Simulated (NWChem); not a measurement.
**Correlation energy of HIn**

```xyz
2

In     0.0000     0.0000     0.0373
H      0.0000     0.0000    -1.8257
```
Charge 0, spin multiplicity 1.

All runs are NWChem calculations. All single points use one geometry, from PBE0/def2-SVP with def2 effective core potentials on In, a minimum by its harmonic frequencies.

Basis set: def2-SVP. Each correlation energy counts from its own Hartree-Fock reference.

```json
[
 {"method": "CCSD(T)", "correlation energy (mHa)": "-93.6", "difference from CCSD(T)": "0.0"},
 {"method": "CR-CCSD(T)", "correlation energy (mHa)": "-93.3", "difference from CCSD(T)": "+0.3"},
 {"method": "CCSD+T(CCSD)", "correlation energy (mHa)": "-93.7", "difference from CCSD(T)": "-0.1"},
 {"method": "CR-CCSD[T]", "correlation energy (mHa)": "-93.4", "difference from CCSD(T)": "+0.2"},
 {"method": "SCS-MP2", "correlation energy (mHa)": "-75.7", "difference from CCSD(T)": "+17.9"},
 {"method": "MP2", "correlation energy (mHa)": "-71.3", "difference from CCSD(T)": "+22.3"},
 {"method": "CCSD", "correlation energy (mHa)": "-91.2", "difference from CCSD(T)": "+2.4"},
 {"method": "CCSDT", "correlation energy (mHa)": "-93.9", "difference from CCSD(T)": "-0.3"}
]
```

The values span 22.6 mHa, from CCSDT (lowest) to MP2 (highest). 

Effective core potentials replace the inner electrons of In; spin-orbit coupling is left out. The correlated methods keep 4 core orbitals frozen. The structure started from a generated list of species. Differences from the coupled-cluster row are differences between methods, not errors against experiment.
